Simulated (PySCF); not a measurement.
# Computed data sheet: `ClB(Cl)[C@H]1CSBS1`

C2H4B2Cl2S2.
SMILES with atom numbers: `[Cl:1][B:2]([Cl:3])[C@H:4]1[CH2:5][S:6][BH:7][S:8]1` (hydrogens: H9 on C4; H10, H11 on C5; H12 on B7)

Some functional groups and rings: three-coordinate boron.

**PBE0-D3(BJ)/def2-SVP geometry optimisation, gas phase (PySCF)**

* Point group: C1
* Rotational constants A, B, C: 1.745, 0.614, 0.538 GHz

PBE0/def2-SVPD ground state, ΔSCF and vertical TDDFT (core frozen in the response) (PySCF):

- Dipole moment: 1.45 D
- HOMO energy: -7.25 eV
- LUMO energy: -1.99 eV
- HOMO–LUMO gap: 5.26 eV
- Lowest singlet excitation: 4.17 eV (297 nm, f = 0.014)
- Strongest line among the 10 lowest singlet transitions: S2 at 5.14 eV (241 nm, f = 0.087)
- Lowest triplet excitation (Tamm–Dancoff): 3.95 eV
- Static isotropic polarisability: 115.2 au
- Vertical ionisation energy: 9.08 eV
- Vertical electron affinity: 0.42 eV
- Electronic spatial extent ⟨r²⟩ about the centre of nuclear charge: 2013 bohr²

From B3LYP/pcSseg-1 ground state and GIAO shieldings, non-relativistic (PySCF):

- 13C chemical shifts (computed TMS as zero) by class: 53.5 (C4), 46.1 (C5) ppm
- 1H chemical shifts (computed TMS as zero) by class: 6.50 (H12), 3.20 (H10), 3.16 (H9), 3.08 (H11) ppm
- Isotropic shieldings of nuclei other than C and H, by class: 33 (B2), 36 (B7), 342 (S8), 366 (S6), 658 (Cl1/Cl3) ppm

Monoisotopic mass from the formula: 183.9318 u.

The largest Löwdin shares of the LUMO are 0.42 on B2, 0.16 on Cl1, 0.16 on Cl3 and 0.10 on S8. The vertical singlet–triplet gap S1 − T1 is 0.22 eV (TDDFT singlet less Tamm–Dancoff triplet; S1: HOMO→LUMO, weight 0.98; T1: HOMO→LUMO, weight 0.92). The 10 singlets span 4.17 to 6.61 eV, and their oscillator strengths add up to 0.14. In atomic units the dipole is 0.57 e·bohr (1 au = 2.5417 D). No computed singlet falls in the visible range (750 to 380 nm, 1.65 to 3.26 eV); S1 lies 0.91 eV above its blue end. The rotational constants make it an asymmetric top with κ = (2B − A − C)/(A − C) = -0.87, nearer the prolate limit (−1). The principal polarisabilities are 94.1, 110.9 and 140.7 au; their mean is the isotropic value.

 NMR classes are plain means over equivalent atoms (diastereotopic ones count apart unless rotation or inversion swaps them), as if these changed places fast; in this geometry the members of some classes differ.

The values belong to the conformer `[Cl:1][B:2]([Cl:3])[C@H:4]1[CH2:5][S:6][BH:7][S:8]1`: Cl1–B2–C4–C5 -29°.
